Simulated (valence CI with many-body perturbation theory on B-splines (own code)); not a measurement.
## Xe VI in brief

Level of theory: configuration interaction combined with many-body perturbation theory (CI+MBPT): three valence electrons over a frozen Dirac-Fock core [Kr] 4d10, radial functions for each j: 11 s, 11 p, 9 d, 7 f, 5 g, 2 h, 1 i, with the one-electron correlation potential Σ1, the two-electron term Σ2, the three-electron term Σ3, Breit, model QED; selected CI, second order for the rest, scaled by the run's own slope (own B-spline code, finite nucleus).

Set against measurement, 16 paired levels are off by 304 cm⁻¹ on average, the worst by 782. These come from a selection out of Saloman, J. Phys. Chem. Ref. Data 33, 765 (2004). Levels without a partner in it may be off by more, other configurations by several thousand cm⁻¹.

Names give the largest LS component (configuration and term), which can be under half, so a name can repeat, a term be missing and a line seem to break the LS rules; names also repeat where a configuration has a term twice.

Rates and lifetimes use the calculated energies. Strong lines usually hold to 10 to 20 %, long lifetimes can be off by a factor of two.

Task: What is the ground level?

Result: 5s2.5p 2P°_1/2, composition 98 % 5s2.5p 2P°, g = 0.666.

Task: How well does LS coupling describe the low levels?

Result: Among the lowest 20 levels the leading LS term, summed over configurations, holds 89 % on average. For single configurations the figures are 82 % in LS and 81 % in jj coupling. Terms mix most in the J = 3/2 level at 232650 cm⁻¹, where the leading one holds 44 %.

Task: Among levels below 329960 cm⁻¹, which E1 lines absorb most strongly from the ground level?

Result: to 5s2.5d 2D_3/2 at 55.32 nm, f = 1.22; to 5s.5p2 2P_1/2 at 70.35 nm, f = 0.603; to 5s.5p2 2P_3/2 at 62.66 nm, f = 0.324.

Task: Where does the other parity begin?

Result: At 5s.5p2 4P_1/2, 92326 cm⁻¹.

Task: How is the term 2P° of the ground level split?

Result: J = 1/2 at 0, J = 3/2 at 15607 cm⁻¹.

Task: What is the ionisation energy?

Result: 66.707 eV; NIST lists 66.703 ± 0.007 eV (measured).

Task: What are the static dipole polarisabilities of the lowest levels?

Result: 5s2.5p 2P°_1/2 5.74; 5s2.5p 2P°_3/2 6.00 (tensor 0.22) bohr³, of which the core gives 0.835.
